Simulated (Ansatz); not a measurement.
Consider the ligand exchange at the Si–C bond: `CC([SiH3])I` + `[OH][In]([SH])[O][SiH3]` → `[SiH3][O][In]([SH])[O][SiH3]` + `CCI`.

Isolated molecules relaxed with PBE0-D4/def2-TZVP in Ansatz; ΔE leaves out vibrations. CCSD(T)/CBS adds triple-zeta CCSD(T) − MP2 to the extrapolated MP2 energy (def2 sets, frozen cores). Elements past krypton have def2 core potentials. For I, In outer-core shells are correlated without core-valence functions, which leaves a few kJ/mol of doubt a bond. One conformer a species, not always the lowest.

`CC([SiH3])I`:

```xyz
11

C    -0.210   -0.681   -1.244
C    -0.456    0.401   -0.214
Si    0.750    0.393    1.233
I    -2.437    0.211    0.633
H    -0.240   -1.676   -0.796
H    -0.947   -0.651   -2.049
H     0.782   -0.542   -1.688
H    -0.480    1.388   -0.678
H     2.133    0.555    0.700
H     0.654   -0.908    1.941
H     0.450    1.510    2.162
```

`[OH][In]([SH])[O][SiH3]`:

Cartesian coordinates in Å:
```
O -3.032 -0.196 -1.079
In -1.072 -0.082 -1.031
S 0.384 -0.034 -2.875
O -0.357 -0.006 0.817
Si 1.137 0.094 1.456
H -3.398 -0.200 -0.190
H 1.458 0.043 -2.068
H 1.419 -1.082 2.322
H 1.281 1.333 2.267
H 2.180 0.130 0.382
```

`[SiH3][O][In]([SH])[O][SiH3]`:

Z-matrix (Å, degrees):
```
Si
O 1 1.633
H 1 1.492 2 111.3
H 1 1.489 2 111.0 3 120.4
H 1 1.487 2 108.9 3 -119.7
In 2 1.963 1 136.8 3 -32.1
O 6 1.968 2 115.6 1 -7.1
S 6 2.343 2 123.1 1 172.9
Si 7 1.633 6 136.9 2 -6.7
H 8 1.345 6 91.8 2 179.7
H 9 1.487 7 108.9 6 -151.8
H 9 1.489 7 111.1 6 88.3
H 9 1.492 7 111.3 6 -32.1
```

`CCI`:

Cartesian coordinates in Å:
```
C -0.819 -0.013 0.090
C 0.660 -0.219 -0.114
I 1.766 1.612 0.091
H -1.338 -0.971 -0.024
H -1.230 0.684 -0.641
H -1.035 0.373 1.087
H 0.901 -0.577 -1.112
H 1.096 -0.889 0.623
```

```tsv
species	CCSD(T)/CBS(def2) energy (Eh)
`CC([SiH3])I`	-666.83760
`[OH][In]([SH])[O][SiH3]`	-1030.13461
`[SiH3][O][In]([SH])[O][SiH3]`	-1320.45323
`CCI`	-376.55933
```

Problem. Work out ΔE.

Solution. ΔE = (-1320.45323) + (-376.55933) − (-666.83760) − (-1030.13461) = -0.04035 Eh = -1.10 eV.

Largest T1 diagnostic among the species: 0.016.

From PBE to PBE0 (25 % exact exchange), in def2-TZVPP and without D4, ΔE moves by −0.09 eV. In def2-TZVPP, CCSD(T) changes the Hartree–Fock value by +0.33 eV (the triples alone add +0.05 eV) and MP2 by +0.35 eV.
